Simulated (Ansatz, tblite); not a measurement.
Removing an electron: ReO3F. Total charge 0; singlet. Geometry: PBE0-D4/def2-SVP. Ansatz, gas phase; energy differences of separate SCF runs; the oxidised species was run as a doublet alone.

Cartesian coordinates in Å:
```
Re 0.004 -0.011 -0.003
O -0.365 -0.317 -1.623
O 1.679 -0.108 0.185
O -0.705 -1.221 0.938
F -0.614 1.656 0.503
```

In the def2 sets Re takes a core potential; there is no spin–orbit coupling. The xTB rows come from tblite.

| level | −HOMO (eV) | vertical IE (eV) | −LUMO (eV) | HOMO–LUMO gap (eV) |
| --- | --- | --- | --- | --- |
| GFN1-xTB | 16.67 | 20.61 | 13.05 | 3.61 |
| GFN2-xTB | 14.32 | 17.94 | 10.92 | 3.40 |
| PBE-D4/def2-TZVP | 8.55 | 12.10 | 3.91 | 4.64 |
| r2SCAN-D4/def2-TZVP | 8.96 | 12.28 | 3.94 | 5.02 |
| PBE0-D4/def2-TZVP | 10.22 | 12.46 | 3.25 | 6.97 |

Relaxing the oxidised species (PBE0-D4/def2-SVP) changes its energy by -0.25 eV at PBE0-D4/def2-TZVP, so the adiabatic ionisation energy to this nearest minimum is 12.22 eV. At PBE-D4/def2-TZVP it is 12.02 eV.   Raw xTB energy differences between charge states are shifted by several eV; the methods need an empirical correction for them.
